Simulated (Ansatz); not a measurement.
Geometry optimisation, RKS PBE0-D4/def2-SVP in Ansatz 0.2.0.

Input file:

```yaml
crystal:
  periodic: [false, false, false]
  atoms:
    - { symbol: Cu, position_ang: [0.0659, 0.1425, -1.7765] }
    - { symbol: C, position_ang: [0.6707, 0.0543, 0.2197] }
    - { symbol: C, position_ang: [-0.685, -0.0853, 0.1658] }
    - { symbol: H, position_ang: [1.3134, -0.8113, 0.3293] }
    - { symbol: H, position_ang: [1.1174, 1.0103, 0.4686] }
    - { symbol: H, position_ang: [-1.3387, 0.7551, 0.3662] }
    - { symbol: H, position_ang: [-1.1436, -1.0657, 0.2268] }
total_charge: 1
basis:
  gaussian: { orbitals: def2-SVP }
hamiltonian:
  xc: pbe0
  dispersion: d4
relax:
  f_tol: 0.02
  max_steps: 40
```

Command:

```bash
$ ansatz run input.yaml --threads 1 --pin off --max-ram 2048MiB --backend cpu --events-out ev --progress --plain --runs-dir out
```

Task: Where does it end, and by what steps?

Result: It converged. Limits of this set-up: the dipole of an ion depends on the origin. After 5 steps the energy has fallen by 0.046 eV; C2 moved furthest, 0.04 Å.

| step | energy less start (eV) | largest force component (eV/Å) | accepted |
| --- | --- | --- | --- |
| 0 | 0.0000 | 0.500 | yes |
| 1 | -0.0323 | 0.223 | yes |
| 2 | -0.0455 | 0.110 | yes |
| 3 | -0.0457 | 0.236 | yes |
| 4 | -0.0462 | 0.026 | yes |
| 5 | -0.0463 | 0.000 | yes |

```xyz
7
Properties=species:S:1:pos:R:3
Cu 0.061 0.140 -1.751
C 0.673 0.052 0.260
C -0.689 -0.089 0.202
H 1.333 -0.824 0.305
H 1.135 1.030 0.446
H -1.355 0.772 0.340
H -1.157 -1.082 0.198
```

The run took 51 s on 1 thread of Intel(R) Xeon(R) Processor @ 2.50GHz (Skylake/Cascade Lake) (shared host), peak memory 0.17 GiB.
